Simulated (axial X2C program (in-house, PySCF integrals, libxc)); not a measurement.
Worked dissociation energy of SiSb: CCSD(T), scalar-relativistic

Calculated with an in-house all-electron X2C program for linear molecules (integrals from PySCF). Spin-free means the one-electron spin-free X2C Hamiltonian. Basis: Sb dyall-cv3z [11s12p8d4f1g], Si dyall-v3z [8s7p2d1f] (cores contracted in-house); Gaussian nuclei, density fitting, unrestricted open shells. Masses: Sb 120.904 u, Si 27.977 u.

Molecular state: M_S = 1/2, Λ = 1 (beyond evenly filled blocks: π+α, π+β, π-α).

Correlated methods: 9 electrons correlated (number of frozen shells: Sb 4 s, 3 p, 2 d; Si 2 s, 1 p), 229 virtual spin orbitals or spinors in MP2, 90 natural virtuals in coupled cluster.

```
E(Sb) (2M_S = 3, M_L = 0) : -6478.118412 hartree
E(Si) (2M_S = 2, M_L = 0) : -289.540528 hartree
E(SiSb) at Re             : -6767.749775 hartree
ωe                        : 421.2 cm⁻¹
ωexe                      : 1.65 cm⁻¹
```

(1) Work out De and D0.

The state is one determinant whose occupation by symmetry is held fixed; it was picked as the lowest of a PBE0 search that is not exhaustive. De is counted from the lowest determinant-based energies of the atoms at the same level, without counterpoise correction. CCSD and (T) use frozen natural virtuals with an MP2 correction for the truncation; (T) itself is uncorrected, so its De runs slightly low. PBE0 can misorder states that lie within some tenths of an eV, so this need not be the ground state of the molecule. The nearest other spin-free determinant of the search, M_S = 1/2, Λ = 0, lies 0.27 eV up at the distance of the search. The determinant is spin-polarised beyond a pure state at some levels (its spin-free form has ⟨S²⟩ too high), which makes Re and μ there less reliable. The T1 diagnostic is large, a sign of multireference character. With the outer-core shells frozen, correlated bond lengths of heavy atoms tend to come out a few hundredths of an ångström too long.

Each atomic determinant is the lowest at this level and need not be a pure term. Totals compare only within one Hamiltonian and basis.

Answers

(1) De = -6478.118412 + (-289.540528) − (-6767.749775) = 0.09083 hartree = 2.472 eV. The zero-point energy is ωe/2 − ωexe/4 = 210 cm⁻¹ = 0.026 eV, so D0 = 2.446 eV.
